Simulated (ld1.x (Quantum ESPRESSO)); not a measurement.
## What the settings do to the TM potential of Pm

Base potential:

ld1.x (Quantum ESPRESSO) 7.5 input, shortened:

```
&input
   title='Pm', zed=61., rel=1, dft='PBE', iswitch=3,
   config='[Xe] 4f5 5d0 6s2 6p0'
 /
 &inputp
   pseudotype=2, tm=.true., lloc=3,
   nlcc=.true.
 /
4
6S  1  0   2.00   0.00  2.85  2.85  0.0
5P  2  1   6.00   0.00  2.40  2.40  0.0
5D  3  2   0.00   0.00  2.25  2.25  0.0
4F  4  3   5.00   0.00  1.50  1.50  0.0
 &test
   configts(1)='4f5 5p6 5d0 6s2 6p0'
 /
```

All-electron outer shells of the reference configuration (PBE, scalar-relativistic, ld1.x):

```json
{"shell": "4d", "level (eV)": "-122.76", "outermost node (bohr)": "0.29", "outermost maximum (bohr)": "0.60"}
{"shell": "5s", "level (eV)": "-41.87", "outermost node (bohr)": "0.70", "outermost maximum (bohr)": "1.29"}
{"shell": "5p", "level (eV)": "-22.67", "outermost node (bohr)": "0.75", "outermost maximum (bohr)": "1.46"}
{"shell": "6s", "level (eV)": "-3.54", "outermost node (bohr)": "1.74", "outermost maximum (bohr)": "3.72"}
{"shell": "4f", "level (eV)": "-2.15", "outermost node (bohr)": "–", "outermost maximum (bohr)": "0.64"}
{"shell": "5d", "level (eV)": "-1.80", "outermost node (bohr)": "0.86", "outermost maximum (bohr)": "2.20"}
{"shell": "6p", "level (eV)": "-1.22", "outermost node (bohr)": "2.10", "outermost maximum (bohr)": "5.02"}
```

Cutoffs, loose and tight: the cutoffs (Ry, on a coarse ladder) from which the occupation-weighted sum of valence levels, in a spherical-Bessel basis at the reference potential, stays within 10 and 1 mRy of its value at 400 Ry. They do not see the model core or the augmentation charge, which bear on the density cutoff. Test errors are all-electron minus pseudo excitation energies from the reference, over the configurations 4f5 5p6 5d0 6s1 6p0; 4f5 5p6 5d0 6s0 6p0; 4f4 5p6 5d0 6s0 6p0; 4f5 5p6 5d0 6s0 6p1; 4f4 5p6 5d1 6s2 6p0; 4f6 5p6 5d0 6s0 6p0; 4f5 5p6 5d0 6s0 6p2. A dash means not determined; rows that change the core or the reference have their own tests. The largest error is taken over the tests solved by every variant that gives reliable tests at all: 4f5 5p6 5d0 6s0 6p0; 4f5 5p6 5d0 6s0 6p2; 4f5 5p6 5d0 6s1 6p0.

A true bound ghost makes a file unfit for plane-wave use even where its test errors are small: the radial tests pick states by their node count and pass the ghost by. Where a test does run into it, the solver fails or the error is huge.

The default core radius of the base comes out at 0.99 bohr.

| change | outcome | cutoff, loose | cutoff, tight | bound ghosts | largest test error (meV) |
| --- | --- | --- | --- | --- | --- |
| base | generated | 160 Ry | 230 Ry | s, p, d | +19 |
| wave 5d (bound): rc 2.25 bohr becomes 5d (bound): rc 2.30 bohr | generated | 160 Ry | 230 Ry | s, p, d | +19 |
| local potential the s channel | generated | 160 Ry | 260 Ry | none | -585 |
| wave 6s (bound): rc 2.85 bohr becomes 6s (bound): rc 2.08 bohr | failed: run_pseudo: Errors in PS-KS equation | – | – | – | – |
| wave 5p (bound): rc 2.40 bohr becomes 5p (bound): rc 1.98 bohr | generated | 160 Ry | 230 Ry | s, p, d | -15 |
| core correction a·sin(br)/r model core inside 1.36 bohr | generated | 160 Ry | 230 Ry | s, p, d | +19 |
| core [Xe] 4f4, valence charge 3; reference 5d1 6s2 6p0; waves now 6s (bound): rc 3.70 bohr; 6p (bound): rc 4.20 bohr; 5d (bound): rc 3.10 bohr; local potential all-electron potential smoothed inside 2.95 bohr (lloc = -2); core correction none | generated | 12 Ry | 18 Ry | none | +193 |
| all radii but the core radius scaled by about 1.21 (s 3.44, p 2.90, d 2.72, f 1.80 bohr) | generated | 120 Ry | 180 Ry | s, p | -19 |
